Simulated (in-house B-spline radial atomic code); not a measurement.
**Ionising Fe⁴⁺ with different functionals**

Computed with a B-spline radial code for spherical atoms: scalar-relativistic (spin-free X2C) Hamiltonian, Fermi nucleus of rms radius 3.7377 fm, spin-polarised at highest spin, spherical fractional occupations for the functionals, and exact exchange of hybrids averaged over the configuration. The ionisation energy is the difference of two self-consistent energies, [Ar] 3d4 → [Ar] 3d3, without Breit or QED terms; ε is the level of the shell that loses the electron (its least bound occupied spin orbital).

```tsv
method	rung	ΔSCF (eV)	-ε(3d) (eV)
PBE0	global hybrid	76.26	68.51
B3LYP	global hybrid	76.32	67.90
TPSSh	global hybrid	76.18	66.51
BHandHLYP	global hybrid	76.11	71.56
r2SCAN0	global hybrid	76.56	68.87
B97-1	global hybrid	76.12	67.83
HSE06	range-separated hybrid	76.21	68.04
wB97X	range-separated hybrid	75.84	70.55
CAM-B3LYP	range-separated hybrid	76.29	69.92
LC-wPBE	range-separated hybrid	76.28	70.86
```

(1) Among the functionals, which spreads more, the ΔSCF values or the orbital energies?

(2) How do they compare with the NIST value?

Answers

(1) The orbital energies: ΔSCF values span about 0.72 eV and the orbital energies 5.05 eV; here energy differences depend much less on the functional than eigenvalues do.

(2) NIST lists 75.0 eV ± 0.15 (semi-empirical, ground level to ground level). Errors run from +0.84 to +1.56 eV. The correlated functionals all miss on the same side by more than they spread, so the cause is common to them (spin-orbit coupling, Breit-QED terms, multiplet and fine-structure energies, or a listed next ion that isn't the cheapest removal here) and closeness doesn't rank the functionals.
